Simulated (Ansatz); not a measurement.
Harmonic frequencies (cm⁻¹) at PBE0-D4/def2-TZVP from Ansatz: 37, 168, 271, 528, 530, 544, 674, 829, 880, 884, 929, 958, 1043, 1062, 1100, 1258, 1440, 2155, 2164, 2168, 2568, 2643, 3080, 3148.

Which molecule is it?
A. `B[CH2][GeH3]`
B. `[BH2][GeH2][CH3]`
C. `C[BH][GeH3]`
D. `BCO[SiH3]`

A.
